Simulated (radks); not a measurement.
Values are calculated unless marked as measured or tabulated.
Q: Neutral rhenium, 75 electrons, occupied as [Xe] 4f14 5d5 6s2 (the NIST ground configuration). Code: a radial shooting solver on a logarithmic mesh with Libxc functionals. Model: scalar-relativistic Kohn-Sham, PBE, spin-polarised, spherical densities, point nucleus; open shells are filled with parallel spins first (spin-orbit coupling, left out, can overturn this in heavy ions); hard spherical wall at 4 bohr. Some entries of the table are withheld. Estimate them.

orbital,occ.,eigenvalue (eV),<1/r> (bohr^-1),r(max) (bohr)
1s down,1,-71659.29,88.80,0.01124
1s up,1,-71659.28,88.80,0.01124
2s up,1,-12417.45,20.77,0.06451
2s down,1,-12417.20,20.77,0.06451
2p up,3,-10834.12,18.75,0.05303
2p down,3,-10833.93,18.75,0.05303
3s up,1,-2868.611,7.694,0.1819
3s down,1,-2868.541,7.694,0.1819
3p up,3,-2401.838,7.086,0.1803
3p down,3,-2401.757,7.086,0.1803
3d up,5,-1873.144,6.690,0.1469
3d down,5,-1872.983,6.690,0.1469
4s up,1,-592.3230,3.275,0.4125
4s down,1,-592.1052,3.274,0.4126
4p up,3,-439.2453,2.971,0.4330
4p down,3,-439.0450,2.971,0.4331
4d up,5,-247.3237,2.647,0.4432
4d down,5,-247.0873,2.648,0.4433
5s up,1,-78.5075,1.284,0.9405
5s down,1,-76.4086,1.296,0.9356
5p up,3,-40.8753,1.074,1.067
5p down,3,-38.1322,1.087,1.058
4f up,7,-34.4706,2.157,0.4170
4f down,7,-33.9995,2.166,0.4168
5d up,5,0.0898,0.7222,(1)
6s up,1,1.8753,0.5396,2.334
5d down,0,3.3154,0.7194,(2)
6s down,1,4.3781,0.5293,2.366
6p up,0,12.0678,(3),2.600
6p down,0,14.1868,(4),2.622
5f up,0,26.7326,0.4707,2.567
5f down,0,29.1836,0.4593,2.614
7s up,0,46.2995,(5),3.192
7s down,0,48.4771,(6),3.203

A: 
(1) 5d up r(max) (bohr): 1.446
(2) 5d down r(max) (bohr): 1.434
(3) 6p up <1/r> (bohr^-1): 0.5236
(4) 6p down <1/r> (bohr^-1): 0.5152
(5) 7s up <1/r> (bohr^-1): 0.5988
(6) 7s down <1/r> (bohr^-1): 0.5997
